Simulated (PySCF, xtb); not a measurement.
B(OH)(OMe)(NH2) (CH6BNO2), SMILES B(N)(OC)O. The values are those of a single conformer.

Harmonic wavenumbers (cm⁻¹) from xtb with GFN2-xTB at its own minimum, in rising order: 138, 145, 224, 325, 373, 416, 451, 458, 549, 789, 826, 952, 1104, 1129, 1155, 1290, 1319, 1412, 1481, 1486, 1538, 2907, 2923, 2987, 3534, 3575, 3659.

Problem. What does PBE-D3(BJ)/def2-SVP run with PySCF give at its own minimum? (Estimate from the structure and the level; the computed values follow.)

Solution. 115, 128, 239, 249, 329, 398, 476, 487, 625, 798, 842, 965, 1126, 1137, 1180, 1361, 1395, 1422, 1429, 1465, 1550, 2899, 2960, 3038, 3544, 3641, 3792. Paired by order, the mean absolute difference is 36 cm⁻¹ and the zero-point energies are 53.1 and 53.7 kcal/mol.
